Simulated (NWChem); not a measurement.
C$_{2}$H$_{9}$NSi; SMILES C[SiH2]CN

```xyz
13

C      0.9825     1.5882     0.1329
Si    -0.6352     0.6705    -0.1603
C     -0.4938    -1.1423     0.3768
N      0.6392    -1.7798    -0.2759
H      1.2644     1.5718     1.1976
H      0.8984     2.6411    -0.1774
H      1.7997     1.1345    -0.4499
H     -1.7349     1.3195     0.6264
H     -0.9957     0.7394    -1.6104
H     -0.5050    -1.2045     1.4878
H     -1.4251    -1.6337     0.0444
H      1.5155    -1.3954     0.0710
H      0.6682    -2.7772    -0.0728
```
Atoms are numbered in this order, from 1.

Computed with NWChem. Medium grid unless said otherwise, to which SCAN and Minnesota functionals are sensitive. The geometry was optimised at PBE0/def2-SVP. Hybrids' shares of exact exchange are those that their runs print; pure functionals count as 0. The functionals differ in more than this share.

| row | share of exact exchange | orbital gap (eV) |
|---|---|---|
| PBE/def2-SVP | 0.00 | 5.50 |
| SCAN/def2-SVP | 0.00 | 6.41 |
| TPSSh/def2-SVP | 0.10 | withheld |
| B3LYP/def2-SVP | 0.20 | 7.34 |
| M05-2X/def2-SVP | 0.56 | 10.37 |

Problem. Fit a straight line of the last column on the one before it, predict the withheld value, and compare with the run.

Solution. 
1. Means of the 4 shown rows: x = 0.190, y = 7.405. Slope Σ(x − x̄)(y − ȳ)/Σ(x − x̄)² = 1.647/0.2092 = 7.875; intercept 5.909.
2. The shown rows scatter about the line by 0.332 (root mean square); the largest residual is +0.50, at SCAN/def2-SVP.
3. At x = 0.10 (TPSSh/def2-SVP; inside the shown range) the line gives 6.70.
4. The run gives 6.84, +0.14 from the line, 0.4 times the scatter.
